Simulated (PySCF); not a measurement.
ketene (C2H2O), singlet, geometry from GFN2-xTB. Base run: B3LYP/6-31G** (PySCF).

The PySCF input:
```python
from pyscf import gto, scf, dft

mol = gto.Mole()
mol.atom = '''
    C    -0.01148162    0.02136311   -1.19190098
    C     0.00092956   -0.00172957    0.09649676
    H     0.00249612    0.94826436   -1.73006124
    H    -0.03614064   -0.88566416   -1.76255958
    O     0.01211961   -0.02255018    1.25813077
'''
mol.basis = '6-31g**'
mol.verbose = 4
mol.build()

mf = dft.RKS(mol)
mf.xc = 'b3lyp'
mf.kernel()
```

Each row names what was changed in the base input (with any setting that the change needs).

| change | ΔE vs base (mEh) | SCF cycles |
|---|---|---|
| base | 0.000 | 9 |
| conv_tol = 1e-12 | 0.000 | 11 |
| conv_tol = 1e-7 | 0.000 | 8 |
| init_guess = 1e | 0.000 | 13 |
| conv_tol_grad = 1e-3 | 0.000 | 9 |
| diis_space = 4 | 0.000 | 11 |
| level_shift = 1.0 (with mf.max_cycle = 100) | 0.000 | 26 |
| DIIS = ADIIS | 0.000 | 21 |
| conv_tol = 1e-6 | 0.000 | 8 |
| diis_space = 2 | 0.000 | 27 |
| init_guess = sap | 0.000 | 11 |
| level_shift = 0.1 (with mf.max_cycle = 100) | 0.000 | 10 |
| level_shift = 0.5 (with mf.max_cycle = 100) | 0.000 | 16 |
